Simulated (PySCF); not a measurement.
B₂H₄, SMILES B[BH2-], charge -1, multiplicity 2. Geometry optimised at PBE-D3(BJ)/def2-TZVPD.

The numbers are results of PBE-D3(BJ)/def2-TZVPD in PySCF, not measurements.

Harmonic wavenumbers (cm⁻¹): 338, 512, 683, 808, 867, 902, 1114, 1177, 2306, 2327, 2347, 2353. Rotational constants (GHz): 119.4, 21.19, 18.00; symmetry number 4.

Work out the zero-point energy and the ideal-gas rigid-rotor harmonic-oscillator thermochemistry at 298.15 K and 1 atm.

ZPE = ½ Σ hcν = ½ × 15733 cm⁻¹ = 94.11 kJ/mol. H − E(el) = 106.50 kJ/mol. Entropy in J/(mol K): translation 149.21, rotation 70.04, vibration 11.64, spin 5.76, total 236.66. G − E(el) = 35.94 kJ/mol. Cp = 57.81 J/(mol K).
